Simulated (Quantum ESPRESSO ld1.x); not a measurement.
Values are calculated unless marked as measured or tabulated.
Question: Radial electron density D(r) = 4 pi r^2 rho(r) of an atom or ion with 34 electrons. Level of theory: Dirac Kohn-Sham, relativistic LDA (MacDonald-Vosko exchange, VWN5 correlation), spin-unpolarised, spherical densities, point nucleus (ld1.x of Quantum ESPRESSO 7.5).

```
   r/bohr * D(r) (the largest magnitude, 51.4, reaches the edge; | marks zero)
 0.001867 |*
 0.002451 | *
 0.003191 |   *
 0.004189 |     *
 0.005454 |        *
 0.007159 |             *
 0.009322 |                   *
  0.01224 |                          *
  0.01593 |                                  *
  0.02091 |                                         *
  0.02723 |                                             *
  0.03574 |                                             *
  0.04654 |                                        *
  0.06061 |                                     *
  0.07955 |                                        *
   0.1036 |                                                 *
    0.136 |                                                      *
    0.177 |                                               *
   0.2324 |                                 *
   0.3026 |                             *
   0.3972 |                                   *
   0.5172 |                                  *
   0.6789 |                      *
    0.884 |          *
     1.16 |     *
    1.511 |    *
    1.967 |  *
    2.582 | *
    3.362 *
    4.413 *
    5.747 *
```

What is the nuclear charge?

Answer: Z = 35. The innermost maximum, from 1s, lies near gamma/Z bohr with gamma = sqrt(1 - (Z/c)^2) = 0.967, here 0.0276 bohr (found: 0.0302), and its height grows with Z. The density is that of the bromine ion Br+ in [Ar] 3d10 4s2 4p4; the configuration itself is not fixed sharply by these data, and Z only to about a unit. D(r) has 3 maxima, at r = 0.0302, 0.134, 0.448 bohr, and minima at 0.0626, 0.286 bohr, inside which lie 2.08, 11.04 electrons.
